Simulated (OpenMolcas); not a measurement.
**What dynamic correlation does to the levels of Br II**

- Program: OpenMolcas
- Basis: ANO-R2 [6s5p4d2f1g]
- Scalar Hamiltonian: X2C, finite nucleus
- Active space: 4 electrons in 3 orbitals (4p)
- State averaging: 2S+1 = 3 even, 3 roots; 2S+1 = 1 even, 6 roots
- Spin-orbit coupling: state interaction with AMFI integrals over the reference wave functions, term energies averaged over their components

Methods on the same reference wave functions:
A. CASSCF
B. SS-CASPT2, IPEA 0.25 Eh, imaginary shift 0.1 Eh (closed shells correlated: 3d 4s)

Energies in cm⁻¹ above 4s² 4p⁴ ³P₂, the measured ground level; measured values from NIST Handbook of Basic Atomic Spectroscopic Data.

```
      Level      A      B  Measured
4s² 4p⁴ ³P₂    0.0    0.0       0.0
4s² 4p⁴ ³P₁   2821   2860      3136
4s² 4p⁴ ³P₀   3659   3610      3837
4s² 4p⁴ ¹D₂  14442  12350     12089
4s² 4p⁴ ¹S₀  33563  28740     27867
```

Deviations, from unrounded energies. A percentage is the sum of absolute deviations over the sum of measured energies, with the sign that they share, or ± where signs differ.

```tsv
Against measurement	Levels	A	B
mean absolute deviation (cm-1)	4	2100	410
fine structure of the ground term (%)	2	-7.1	-7.2
other terms of the ground configuration (%)	2	+20.1	+2.9
```

B lies closest to measurement on these levels. The largest miss of B in the table is 4s² 4p⁴ ¹S₀, by +880 cm-1. The ranking rests on the paired levels alone, and a cruder setting can come out closer through cancelling errors.

From A to B the spin-free energies of the other terms of 4s² 4p⁴ shown, above ³P, scale by factors of 0.83 to 0.84.

The lowest spin-free term lies below A's lowest term by 0.551 hartree in B.

Term energies are means over components that CASPT2 splits; among the terms shown or strongly mixed into the levels shown the widest spread is 160 cm-1 (4s² 4p⁴ ¹D, B). With the s shell closed, the reference lacks s² → p² mixing. Without dynamic correlation excited terms often stand tens of per cent too high (terms of higher spin than the ground term too low), and those without a measured partner can miss by more than the paired ones (holds for A). Measured partners are found by configuration, term and J. A level has none where our copy of the source lacks it or the pairing is in doubt (some pairs that miss far off the trend of their configuration count as doubtful), and it then counts in no deviation. Only configurations of the active space appear.
